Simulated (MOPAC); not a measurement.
Input file for MOPAC: PM3 on GeH4Se2 (SMILES [GeH3][Se][SeH]), a point of a torsion scan.

```
PM3 1SCF PRECISE CHARGE=0 THREADS=1
GeH4Se2

Ge     0.99520055 1    -0.12949446 1     0.06197599 1
Se    -0.44533223 1     1.67370751 1    -0.31860298 1
Se    -2.50336967 1     0.61209236 1     0.04730306 1
H      0.75053423 1    -1.26726996 1    -0.88904806 1
H      2.39298526 1     0.38025474 1    -0.09516543 1
H      0.80110971 1    -0.65564363 1     1.46078468 1
H     -2.02032175 1    -0.35803200 1     1.01837408 1
```

The log:

```
*******************************************************************************
 **                                                                           **
 **                              MOPAC v23.2.5                                **
 **                                                                           **
 *******************************************************************************
 ** MOPAC's Digital Object Identifier: https://doi.org/10.5281/zenodo.6511958 **
 **                                                                           **
 ** Please cite the open-source release paper for use of this MOPAC version:  **
 ** J. E. Moussa and J. J. P. Stewart (2026)                                  **
 ** MOPAC: An open-source semiempirical molecular orbital program             **
 ** J. Open Source Softw., 11(119), 8025, https://doi.org/10.21105/joss.08025 **
 *******************************************************************************

                              PM3 CALCULATION RESULTS

 *******************************************************************************
 *  PM3        - The PM3 Hamiltonian to be used
 *
 *
 *
 *                 CHARGE ON SYSTEM = 0
 *
 *
 *
 *  PRECISE    - TIGHTER CRITERIA TO BE USED
 *  1SCF       - DO 1 SCF AND THEN STOP
 *  THREADS=1  - MULTI-THREADING NOT USED
 *  T=         - A TIME OF 172800.0 SECONDS REQUESTED
 *  DUMP=N     - RESTART FILE WRITTEN EVERY 7200.0 SECONDS REQUESTED
 *******************************************************************************
PM3 1SCF PRECISE CHARGE=0 THREADS=1
 GeH4Se2

   ATOM   CHEMICAL          X               Y               Z
  NUMBER   SYMBOL      (ANGSTROMS)     (ANGSTROMS)     (ANGSTROMS)

     1      Ge          0.99520055  *  -0.12949446  *   0.06197599  *
     2      Se         -0.44533223  *   1.67370751  *  -0.31860298  *
     3      Se         -2.50336967  *   0.61209236  *   0.04730306  *
     4       H          0.75053423  *  -1.26726996  *  -0.88904806  *
     5       H          2.39298526  *   0.38025474  *  -0.09516543  *
     6       H          0.80110971  *  -0.65564363  *   1.46078468  *
     7       H         -2.02032175  *  -0.35803200  *   1.01837408  *



          CARTESIAN COORDINATES

    NO.       ATOM           X           Y           Z

     1        Ge          0.9952     -0.1295      0.0620
     2        Se         -0.4453      1.6737     -0.3186
     3        Se         -2.5034      0.6121      0.0473
     4         H          0.7505     -1.2673     -0.8890
     5         H          2.3930      0.3803     -0.0952
     6         H          0.8011     -0.6556      1.4608
     7         H         -2.0203     -0.3580      1.0184

  H: (PM3): J. J. P. STEWART, J. COMP. CHEM. 10, 209 (1989).
 Ge: (PM3): J. J. P. STEWART, J. COMP. CHEM. 12, 320-341 (1991).
 Se: (PM3): J. J. P. STEWART, J. COMP. CHEM. 12, 320-341 (1991).

           Empirical Formula: H4 Ge Se2  =     7 atoms



      MOLECULAR POINT GROUP   :   C1


      RHF CALCULATION, NO. OF DOUBLY OCCUPIED LEVELS = 10


 -------------------------------------------------------------------------------
 PM3 1SCF PRECISE CHARGE=0 THREADS=1
 GeH4Se2



     1SCF WAS SPECIFIED, SO BFGS WAS NOT USED
     SCF FIELD WAS ACHIEVED


                              PM3 CALCULATION
                                                       MOPAC v23.2.5 Linux




          FINAL HEAT OF FORMATION =         34.39412 KCAL/MOL =     143.90501 KJ/MOL


          COSMO AREA              =        134.68 SQUARE ANGSTROMS
          COSMO VOLUME            =        130.00 CUBIC ANGSTROMS

          IONIZATION POTENTIAL    =          9.101096 EV
          HOMO LUMO ENERGIES (EV) =         -9.101 -3.760
          NO. OF FILLED LEVELS    =         10
          MOLECULAR WEIGHT        =        234.5416         POINT GROUP:  C1

          MOLECULAR DIMENSIONS (Angstroms)

            Atom       Atom       Distance
            H     5   Se     3     4.90391
           Se     2    H     4     2.92973
            H     4    H     6     2.19923


          SCF CALCULATIONS        =          1





   ATOM   CHEMICAL          X               Y               Z
  NUMBER   SYMBOL      (ANGSTROMS)     (ANGSTROMS)     (ANGSTROMS)

     1      Ge          0.99520055  *  -0.12949446  *   0.06197599  *
     2      Se         -0.44533223  *   1.67370751  *  -0.31860298  *
     3      Se         -2.50336967  *   0.61209236  *   0.04730306  *
     4       H          0.75053423  *  -1.26726996  *  -0.88904806  *
     5       H          2.39298526  *   0.38025474  *  -0.09516543  *
     6       H          0.80110971  *  -0.65564363  *   1.46078468  *
     7       H         -2.02032175  *  -0.35803200  *   1.01837408  *

                             CARTESIAN COORDINATES

   1   Ge        0.995200550    -0.129494460     0.061975990
   2   Se       -0.445332230     1.673707510    -0.318602980
   3   Se       -2.503369670     0.612092360     0.047303060
   4    H        0.750534230    -1.267269960    -0.889048060
   5    H        2.392985260     0.380254740    -0.095165430
   6    H        0.801109710    -0.655643630     1.460784680
   7    H       -2.020321750    -0.358032000     1.018374080


           Empirical Formula: H4 Ge Se2  =     7 atoms



      MOLECULAR POINT GROUP   :   C1


                  EIGENVALUES
 -20.64287 -17.66540 -16.53168 -14.22153 -13.49916 -13.36250 -11.75624 -11.29714
 -10.74818  -9.10110  -3.75970  -3.03463  -0.47223  -0.28919  -0.23530   2.83580


              NET ATOMIC CHARGES AND DIPOLE CONTRIBUTIONS

  ATOM NO.   TYPE          CHARGE      No. of ELECS.   s-Pop       p-Pop
    1         Ge           0.243502        3.7565     0.63244     3.12405
    2         Se          -0.083104        6.0831     1.93732     4.14578
    3         Se           0.007766        5.9922     1.89991     4.09232
    4          H          -0.052160        1.0522     1.05216
    5          H          -0.037295        1.0373     1.03730
    6          H          -0.061906        1.0619     1.06191
    7          H          -0.016802        1.0168     1.01680
 DIPOLE           X         Y         Z       TOTAL
 POINT-CHG.     0.556    -0.323    -0.075     0.648
 HYBRID         0.849    -1.263     0.829     1.733
 SUM            1.405    -1.587     0.754     2.250


          ATOMIC ORBITAL ELECTRON POPULATIONS

     Atom    s        px        py        pz
    1 Ge   0.63244   1.06232   1.01192   1.04982
    2 Se   1.93732   1.07133   1.13068   1.94377
    3 Se   1.89991   1.10497   1.45330   1.53405
    4  H   1.05216
    5  H   1.03730
    6  H   1.06191
    7  H   1.01680

 **********************
 *                    *
 * JOB ENDED NORMALLY *
 *                    *
 **********************




 == MOPAC DONE ==
```

The run finished.

Cost: very roughly 0.010 core-seconds.
